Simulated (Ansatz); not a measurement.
Consider the cleavage of the Ge–Si bond: `[F][GeH2][SiH3]` + silanol → `[F][GeH2][O][SiH3]` + SiH₄.

Gas-phase electronic energies from Ansatz, PBE0-D4/def2-TZVP geometries. CBS: MP2 limit from def2 TZ/QZ plus the TZ coupled-cluster correction, frozen cores. This one scheme is used for every species. Functionals use def2-TZVPP. B3LYP here is the variant with VWN-RPA as its local correlation; programs differ in this. HSE06 is defined as in plane-wave codes. For Ge outer-core shells are correlated without core-valence functions, which leaves a few kJ/mol of doubt a bond. Scalar relativity is left out up to krypton. Each species was taken in one conformer, which may not be the lowest.

```
             level  ΔE (kcal/mol)  difference from CCSD(T)/CBS
           PBE0-D4           -7.7                          3.3
        r2SCANh-D4          -10.0                          1.0
          HSE06-D4           -7.7                          3.3
      CAM-B3LYP-D4          -12.0                         -1.0
               PBE           -6.0                          5.0
             B3LYP          -10.0                          1.0
           r2SCANh           -9.8                          1.2
SCS-MP2/def2-TZVPP          -14.5                         -3.5
CCSD(T)/def2-TZVPP          -12.4                         -1.4
      HF/CBS(def2)          -16.6                         -5.6
       CCSD(T)/CBS          -11.0                            0
```

Problem. What do rigid-rotor, harmonic-oscillator terms from PBE0-D4/def2-TZVP frequencies (298.15 K, 1 bar) make of the CCSD(T)/CBS value? (Best estimate.)

Solution. The calculation gave: ΔZPE = -1.3 kcal/mol, ΔH = -12.2 kcal/mol, ΔS = -19 J/(mol·K), ΔG = -10.8 kcal/mol. Modes under 50 cm⁻¹ make the entropy rough.

Largest T1 diagnostic among the species: 0.012.

From BLYP to BHLYP (50 % exact exchange), in def2-TZVPP and without D4, ΔE moves by −3.2 kcal/mol. At CCSD(T), def2-SVP lies −4.7 kcal/mol from the extrapolated value and def2-TZVPP −1.4 kcal/mol. Leaving LDA and LC-ωPBE aside and taking each functional with its dispersion term where it has one, the values, not all of them listed here, spread over 6.2 kcal/mol, from BHLYP-D4 to PBE-D4.
